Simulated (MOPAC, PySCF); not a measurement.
H₃Bi, SMILES `[BiH3]`, neutral singlet in the gas phase. 

Cartesian coordinates (Å):
SMILES: [BiH3]
```xyz
4

Bi     0.0016    -0.0054     0.7692
H     -1.2326    -0.7868    -0.2593
H     -0.0675     1.4631    -0.2460
H      1.2985    -0.6709    -0.2638
```
Charge 0, multiplicity 1.

All levels are single points at this geometry (PBE0-D3(BJ)/def2-TZVP); Pople sets use spherical d functions. Orbital energies aren't observables, and empty levels follow the basis.

```
level                                     HOMO (eV)  LUMO (eV)  gap (eV)  dipole (D)  vertical IE, Delta-SCF (eV)
----------------------------------------  ---------  ---------  --------  ----------  ---------------------------
PBE-D3(BJ)/def2-TZVP in PySCF                 -6.70      -0.85      5.84        1.08                         9.95
TPSSh-D3(BJ)/def2-TZVP in PySCF               -7.21      -0.47      6.74        1.17                        10.02
B3LYP/6-311+G** (LANL2DZ on Bi) in PySCF      -7.49      -0.34      7.15        1.21                            –
B3LYP/LANL2DZ in PySCF                        -7.48      -0.05      7.43        0.90                            –
BP86/6-31G* (LANL2DZ on Bi) in PySCF          -6.81      -0.81      6.00        0.94                            –
M06-2X/6-31G* (LANL2DZ on Bi) in PySCF        -8.60       0.72      9.32        1.25                            –
PBE/6-31G* (LANL2DZ on Bi) in PySCF           -6.69      -0.72      5.97        0.86                        10.03
SVWN5/6-31G* (LANL2DZ on Bi) in PySCF         -6.68      -0.78      5.91        0.75                        10.06
HF/6-31G* (LANL2DZ on Bi) in PySCF            -9.94       2.80     12.74        1.49                         9.44
AM1 in MOPAC                                 -10.37      -2.41      7.96        5.61                            –
PM3 in MOPAC                                 -10.12       0.90     11.02        2.25                            –
PM6 in MOPAC                                  -9.31       2.91     12.21        0.57                            –
PM7 in MOPAC                                  -9.59       2.24     11.83        0.91                            –
```
